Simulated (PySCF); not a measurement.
C2H6ClFSi, SMILES F[C@@H](Cl)C[SiH3]. Atoms are numbered in the order given.

```xyz
11

F     -1.1127    -1.3795     0.3633
C     -0.9768    -0.2678    -0.4227
Cl    -1.1136     1.2120     0.6238
C      0.3534    -0.2923    -1.1470
Si     1.9093    -0.2329    -0.0322
H     -1.8504    -0.2196    -1.1062
H      0.3988     0.5573    -1.8591
H      0.3877    -1.2235    -1.7532
H      1.7645    -1.1547     1.1429
H      3.0706    -0.6908    -0.8730
H      2.1842     1.1637     0.4425
```

Geometry optimised at PBE-D3(BJ)/def2-SVP. The structure was generated by enumeration; whether it is a known compound was not checked. Other conformers were not sampled.

Level of theory: PBE0/pcSseg-1 (PySCF).

GIAO shieldings, no solvent; atoms listed in one row are averaged. δ = σ(ref) − σ: ¹⁹F against CFCl3 (σ = 167.2 ppm); ¹³C against TMS (σ = 186.3 ppm); ³⁵Cl against HCl (σ = 945.9 ppm); ²⁹Si against TMS (σ = 352.7 ppm); ¹H against TMS (σ = 31.56 ppm), references at their B3LYP-D3(BJ)/def2-TZVP geometries, non-relativistic (without spin–orbit terms, shifts of atoms bonded to Cl or Br come out too high).

Computed chemical shifts:
| nucleus | atoms | count | δ (ppm) |
|---|---|---|---|
| ¹⁹F | F1 | 1 | -139.9 |
| ¹³C | C2 | 1 | 115.2 |
| ¹³C | C4 | 1 | 26.7 |
| ³⁵Cl | Cl3 | 1 | 277.0 |
| ²⁹Si | Si5 | 1 | -73.6 |
| ¹H | H6 | 1 | 7.00 |
| ¹H | H9, H10, H11 | 3 | 4.49 |
| ¹H | H8 | 1 | 2.07 |
| ¹H | H7 | 1 | 1.90 |
